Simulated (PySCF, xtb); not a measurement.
B(H)(Br)(vinyl) (C₂H₄BBr), SMILES BrBC=C.

GFN2-xTB (xtb) at its own geometry gives an orbital gap of 2.93 eV and a dipole moment of 3.82 D.

Coordinates come from a B3LYP-D3(BJ)/def2-SVP optimisation. The structure was generated by enumeration, and PubChem lists no compound with its InChIKey, so it may never have been made. One conformer was computed; it need not be the lowest.

Q: What does PBE/def2-TZVP (PySCF) give? (Estimate from the structure and the level; the computed values follow.)

A: gap 3.51 eV (levels -6.79 and -3.28 eV), dipole 1.75 D.
